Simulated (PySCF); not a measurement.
## Radial density of O(3+) (oxygen, charge +3)

B2PLYP, [He] 2s2 2p1, 2P determinant. Computed with PySCF 2.14 in aug-cc-pCVQZ-DK, with scalar relativity by spin-free X2C-1e.

```tsv
r (bohr)	4πr²ρ (e/bohr)	4πr²(ρα − ρβ)
0.00307	0.03858	0.0000
0.00517	0.1032	0.0000
0.00870	0.2720	0.0000
0.0146	0.6922	0.0001
0.0246	1.658	0.0003
0.0414	3.570	0.0011
0.0696	6.428	0.0060
0.117	8.577	0.0326
0.197	7.000	0.1431
0.331	3.080	0.4819
0.557	2.702	0.9811
0.937	2.978	0.8851
1.58	0.7637	0.2090
2.65	0.02101	0.0068
4.46	2.889e-05	0.0000
```

Densities and radii are taken from the X2C orbitals without a picture-change correction, which distorts them close to the nucleus.
